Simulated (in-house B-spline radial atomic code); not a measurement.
Inner levels of argon as electrons are removed. A shift is the extra binding of the orbital against the neutral atom ([Ne] 3s2 3p6). Computed with a B-spline radial code for spherical atoms: non-relativistic Hartree-Fock, average of the configuration, point nuclei.

```json
{"ion": "Ar", "configuration": "[Ne] 3s2 3p6", "shift of 1s (eV)": "0", "radius of 1s (bohr)": "0.086104", "Σ<r²> (bohr²)": "26.034", "change of density at nucleus (bohr⁻³)": "-"}
{"ion": "Ar+", "configuration": "[Ne] 3s2 3p5", "shift of 1s (eV)": "14.229", "radius of 1s (bohr)": "0.086101", "Σ<r²> (bohr²)": "20.178", "change of density at nucleus (bohr⁻³)": "2.039"}
{"ion": "Ar2+", "configuration": "[Ne] 3s2 3p4", "shift of 1s (eV)": "30.859", "radius of 1s (bohr)": "0.086097", "Σ<r²> (bohr²)": "15.748", "change of density at nucleus (bohr⁻³)": "4.5827"}
{"ion": "Ar3+", "configuration": "[Ne] 3s2 3p3", "shift of 1s (eV)": "49.716", "radius of 1s (bohr)": "0.086092", "Σ<r²> (bohr²)": "12.207", "change of density at nucleus (bohr⁻³)": "7.5969"}
{"ion": "Ar4+", "configuration": "[Ne] 3s2 3p2", "shift of 1s (eV)": "70.697", "radius of 1s (bohr)": "0.086084", "Σ<r²> (bohr²)": "9.2855", "change of density at nucleus (bohr⁻³)": "11.068"}
{"ion": "Ar5+", "configuration": "[Ne] 3s2 3p1", "shift of 1s (eV)": "93.735", "radius of 1s (bohr)": "0.086074", "Σ<r²> (bohr²)": "6.8222", "change of density at nucleus (bohr⁻³)": "14.991"}
{"ion": "Ar6+", "configuration": "[Ne] 3s2", "shift of 1s (eV)": "118.78", "radius of 1s (bohr)": "0.086062", "Σ<r²> (bohr²)": "4.7141", "change of density at nucleus (bohr⁻³)": "19.366"}
{"ion": "Ar7+", "configuration": "[Ne] 3s1", "shift of 1s (eV)": "145.57", "radius of 1s (bohr)": "0.086061", "Σ<r²> (bohr²)": "2.9754", "change of density at nucleus (bohr⁻³)": "0.82396"}
{"ion": "Ar8+", "configuration": "[He] 2s2 2p6", "shift of 1s (eV)": "173.94", "radius of 1s (bohr)": "0.086058", "Σ<r²> (bohr²)": "1.4269", "change of density at nucleus (bohr⁻³)": "-20.818"}
{"ion": "Ar9+", "configuration": "[He] 2s2 2p5", "shift of 1s (eV)": "250.69", "radius of 1s (bohr)": "0.085956", "Σ<r²> (bohr²)": "1.1867", "change of density at nucleus (bohr⁻³)": "-4.257"}
{"ion": "Ar10+", "configuration": "[He] 2s2 2p4", "shift of 1s (eV)": "331.89", "radius of 1s (bohr)": "0.085839", "Σ<r²> (bohr²)": "0.97422", "change of density at nucleus (bohr⁻³)": "13.53"}
{"ion": "Ar11+", "configuration": "[He] 2s2 2p3", "shift of 1s (eV)": "417.51", "radius of 1s (bohr)": "0.085708", "Σ<r²> (bohr²)": "0.78531", "change of density at nucleus (bohr⁻³)": "32.556"}
{"ion": "Ar12+", "configuration": "[He] 2s2 2p2", "shift of 1s (eV)": "507.48", "radius of 1s (bohr)": "0.085561", "Σ<r²> (bohr²)": "0.61667", "change of density at nucleus (bohr⁻³)": "52.835"}
{"ion": "Ar13+", "configuration": "[He] 2s2 2p1", "shift of 1s (eV)": "601.77", "radius of 1s (bohr)": "0.085399", "Σ<r²> (bohr²)": "0.46557", "change of density at nucleus (bohr⁻³)": "74.379"}
{"ion": "Ar14+", "configuration": "[He] 2s2", "shift of 1s (eV)": "700.33", "radius of 1s (bohr)": "0.085221", "Σ<r²> (bohr²)": "0.32976", "change of density at nucleus (bohr⁻³)": "97.203"}
{"ion": "Ar15+", "configuration": "[He] 2s1", "shift of 1s (eV)": "788.4", "radius of 1s (bohr)": "0.085201", "Σ<r²> (bohr²)": "0.16922", "change of density at nucleus (bohr⁻³)": "-75.754"}
{"ion": "Ar16+", "configuration": "1s2", "shift of 1s (eV)": "879.1", "radius of 1s (bohr)": "0.085109", "Σ<r²> (bohr²)": "0.019368", "change of density at nucleus (bohr⁻³)": "-262.83"}
{"ion": "Ar17+", "configuration": "1s1", "shift of 1s (eV)": "1180.69", "radius of 1s (bohr)": "0.083333", "Σ<r²> (bohr²)": "0.0092593", "change of density at nucleus (bohr⁻³)": "-1983.4"}
```
